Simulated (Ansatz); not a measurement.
System: SnBr, net charge 1, singlet state. SMILES: [Br][Sn+]
Geometry: optimised at B3LYP-D3(BJ)/def2-TZVP (Ansatz, a quantum-chemistry and plane-wave program).

Property: vertical electron affinity (to the doublet state of charge +0; a negative value means that the extra electron is unbound and the number depends on the basis; each state is the SCF solution reached for its spin), in eV. Valence correlation only, unless marked. Open shells are spin-unrestricted. Spin-orbit coupling is left out. The frozen core is the preceding noble-gas configuration, with the filled d and f shells of earlier blocks. Past Kr the def2 sets carry scalar-relativistic core potentials. CBS(X,Y): correlation extrapolated as X^-3; Hartree-Fock from the larger set.

```tsv
level	program	vertical electron affinity (eV)
SVWN5/def2-TZVPD	Ansatz	6.91
PBE/def2-TZVPD	Ansatz	6.76
r2SCAN/def2-TZVPD	Ansatz	6.96
B3LYP/def2-TZVPD	Ansatz	6.88
```

Problem. Estimate the value at CCSD(T)/CBS(def2-TZVPPD,def2-QZVPPD) as computed with Ansatz.

Solution. 6.87 eV
